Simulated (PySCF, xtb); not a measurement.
Noncovalent pair: H2O (SMILES O) (first 3 atoms) with HBr (SMILES Br); geometry from B3LYP-D3(BJ)/def2-TZVP.
(charge 0, multiplicity 1):
```xyz
5

O     -0.182     0.392     0.471
H      0.740     0.474     0.201
H     -0.502     1.292     0.602
Br    -0.451    -1.381     3.262
H     -0.365    -0.644     2.018
```

Counterpoise-corrected where a basis set is named; no monomer relaxation.

Rows in 6-31G* carry no dispersion term and start afresh at each structure (6-31G* with six Cartesian d functions); the Pople sets are all-electron and without relativity. MP2/6-31G* freezes PySCF's default core, which leaves 3d correlated.

Programs: PySCF for 6-31G* rows, M06-2X; xtb for the GFN methods. Each number belongs to the level named beside it.

Problem. What interaction energy does GFN1-xTB give?

Solution. -1.7 kcal/mol

Problem. What is the computed interaction energy (MP2/6-31G*)?

Solution. -5.6 kcal/mol

Problem. Predict the interaction energy from M06-2X/def2-TZVPPD.

Solution. -4.7 kcal/mol
